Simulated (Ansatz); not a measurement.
Geometry optimisation, RKS B3LYP/def2-SVP (Ansatz).

Input file:

```yaml
crystal:
  periodic: [false, false, false]
  atoms:
    - { symbol: "N", position_ang: [0.3051, 1.235, -0.8742] }
    - { symbol: C, position_ang: [0.3401, 0.4012, 0.0618] }
    - { symbol: O, position_ang: [1.2301, 0.5809, 1.0778] }
    - { symbol: Al, position_ang: [-0.7389, -1.1838, 0.078] }
    - { symbol: H, position_ang: [-0.4221, 1.1668, -1.6887] }
    - { symbol: H, position_ang: [1.8733, 1.4035, 1.1141] }
    - { symbol: H, position_ang: [-1.8505, -1.4192, -1.0832] }
    - { symbol: H, position_ang: [-0.74639, 0.39756, 0.14918] }
basis:
  gaussian: { orbitals: def2-SVP }
hamiltonian:
  xc: b3lyp
relax:
  f_tol: 0.02
  max_steps: 50
```

Command:

```bash
$ ansatz run input.yaml --threads 1 --pin off --max-ram 2048MiB --backend cpu --events-out ev --progress --plain --runs-dir out
```

**Question.** Where does it end, and by what steps?

**Answer.** The run converged. After 24 steps the energy has fallen by 4.767 eV; H8 moved furthest, 2.04 Å. Parted: C2–Al4, Al4–H8. Joined: N1–Al4.

```
step  energy less start (eV)  largest force component (eV/Å)  accepted
   0                  0.0000                           6.727       yes
   1                 -1.8951                           3.125       yes
   2                 -2.8147                           2.210       yes
   3                 -3.1842                           2.242       yes
   4                 -3.5731                           2.097       yes
   5                 -3.7760                           1.289       yes
   6                 -3.8510                           0.269       yes
   7                 -3.8972                           0.446       yes
   8                 -3.9258                           0.785       yes
   9                 -3.9560                           0.263       yes
  10                 -3.9840                           0.796       yes
  11                 -4.0268                           0.960       yes
  12                 -4.1037                           0.781       yes
  13                 -4.2033                           0.752       yes
  14                 -4.3174                           0.681       yes
  15                 -4.4529                           0.676       yes
  16                 -4.5712                           0.603       yes
  17                 -4.6809                           0.605       yes
  18                 -4.7451                           0.390       yes
  19                 -4.7562                           0.408       yes
  20                 -4.6981                           1.605        no
  21                 -4.7651                           0.162       yes
  22                 -4.7651                           0.258       yes
  23                 -4.7670                           0.020       yes
  24                 -4.7671                           0.015       yes
```

```xyz
8
Properties=species:S:1:pos:R:3
N -0.502 0.463 -0.438
C 0.141 1.287 0.318
O 1.235 0.980 0.956
Al 0.222 -1.511 -0.687
H -1.338 0.861 -0.865
H 1.457 0.018 0.744
H -1.042 -1.843 -1.683
H -0.182 2.327 0.489
```

The run took 46 s on 1 thread of Intel(R) Xeon(R) 6975P-C (Granite Rapids), on a shared host, peak memory 0.18 GiB.
